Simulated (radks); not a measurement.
Results of a calculation; reference values are marked as such.
Question: Ionisation of the selenium ion Se3+, [Ar] 3d10 4s2 4p1, to Se4+, [Ar] 3d10 4s2, under several functionals. Dirac Kohn-Sham, spin-unpolarised, spherical densities, point nucleus; open shells fill j = l - 1/2 first; a radial shooting solver on a logarithmic mesh with Libxc functionals. The NIST Atomic Spectra Database gives 42.947 eV (measured). Rank these functionals by the error of their Delta-SCF ionisation energy: exchange-only LDA; LDA (Slater exchange, Perdew-Wang correlation); B86b exchange with PBE correlation; LDA (Slater exchange, VWN5 correlation); BLYP; SOGGA; LDA (Slater exchange, Perdew-Zunger correlation).

Answer: From best to worst: LDA (Slater exchange, Perdew-Wang correlation) 42.982 eV (+0.035); LDA (Slater exchange, Perdew-Zunger correlation) 42.985 eV (+0.038); LDA (Slater exchange, VWN5 correlation) 42.986 eV (+0.039); BLYP 42.667 eV (-0.280); B86b exchange with PBE correlation 42.637 eV (-0.310); SOGGA 42.467 eV (-0.480); exchange-only LDA 41.588 eV (-1.359). Spin polarisation and multiplet splitting are left out, so open shells lie too high by an amount that depends on their filling.

Beside tabulated values, note that spin-unpolarised runs miss the spin-polarisation part of the exchange energy of open shells.
